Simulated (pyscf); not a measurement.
`[OH][Si]([OH])[Cl]`, doublet

Gas-phase minimum from PySCF at ωB97X-D3(BJ)/def2-SVP, one conformer. Other isomers of HO–Si•(OH)–Cl were not searched in full and may lie lower. 

SMILES: O[Si](O)Cl
```xyz
6

O      1.7042    -0.9102    -0.4932
Si     0.5376     0.1675     0.0023
O      0.8829     0.5178     1.5817
Cl    -1.3518    -0.6893    -0.0534
H      1.6637    -1.2226    -1.4040
H      1.8047     0.4010     1.8422
```
Charge 0, spin multiplicity 2.

Bonded distances (Å): O1–Si2 1.664, O1–H5 0.964, Si2–O3 1.654, Si2–Cl4 2.075, O3–H6 0.965. Angles (°): Si2–O1–H5 117.5, O1–Si2–O3 106.0, O1–Si2–Cl4 111.3, O3–Si2–Cl4 107.6, Si2–O3–H6 115.6.

Properties at ωB97X-D3(BJ)/def2-SVP:

```
Property                                                                                                                                                                         Result
---------------------------------------------------------------------------------------------------------------------  ----------------------------------------------------------------
Harmonic wavenumbers, unscaled                                                                                         74, 195, 266, 283, 345, 543, 775, 781, 888, 950, 3907, 3925 cm⁻¹
Zero-point energy                                                                                                                                                         18.5 kcal/mol
Rotational symmetry number                                                                                                                                                            1
Entropy of this conformer at 298 K and 1 atm, rigid rotor and harmonic oscillator, modes under 100 cm⁻¹ raised to 100                                                   327.8 J/(mol K)
Dipole moment                                                                                                                                                                    2.60 D
Spin expectation value S2                                                                                                                                                         0.752
```

Single-point totals, which compare only within one level (frozen core for MP2 and CC):

```
level                   total energy (hartree)
----------------------  ----------------------
ωB97X-D3(BJ)/def2-TZVP              -901.58570
PBE/def2-TZVP                       -901.04820
r²SCAN/def2-TZVP                    -901.41754
B3LYP-D3(BJ)/def2-TZVP              -901.58309
PBE0-D3(BJ)/def2-TZVP               -901.11294
M06-2X/def2-TZVP                    -901.45397
ωB97M-D3(BJ)/def2-TZVP              -901.66342
UHF/def2-TZVPP                      -899.53759
MP2/def2-TZVPP                      -900.30146
CCSD/def2-TZVPP                     -900.32481
CCSD(T)/def2-TZVPP                  -900.35521
```

Soft torsions are taken as harmonic, which can shift the entropy by several J/(mol K). The CCSD(T) − MP2 part came from Ansatz, without density fitting, on the same reference.
